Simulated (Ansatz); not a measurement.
Isolated molecules relaxed with PBE0-D4/def2-TZVP in Ansatz; ΔE leaves out vibrations. CCSD(T)/CBS is the MP2 limit (def2-TZVPP, def2-QZVPP) plus CCSD(T) − MP2 in def2-TZVPP, frozen cores. For Ge outer-core shells are correlated without core-valence functions, which leaves a few kJ/mol of doubt a bond. Scalar relativity is left out up to krypton. One conformer a species, not always the lowest.

Reaction (redistribution): `[NH2][Ge]([NH2])([Cl])[Cl]` + `P[SiH2]Cl` → `[NH2][Ge]([Cl])([Cl])[Cl]` + `N[SiH2]P`

| level | ΔE (kJ/mol) |
| --- | --- |
| MP2/def2-QZVPP | 12.4 |
| HF/CBS(def2) | 7.3 |

Q: What does CCSD(T)/CBS give? (Estimate.)

A: The calculation gave: +12.7 kJ/mol. The listed levels differ from it by -0.3, -5.4 kJ/mol.

Largest T1 diagnostic among the species: 0.012.

In def2-TZVPP, CCSD(T) changes the Hartree–Fock value by +3.5 kJ/mol (the triples alone add +0.2 kJ/mol) and MP2 by +4.0 kJ/mol. Leaving LDA and LC-ωPBE aside and taking each functional with its dispersion term where it has one, the values, not all of them listed here, spread over 4.4 kJ/mol, from B97M-V to PBE-QIDH.
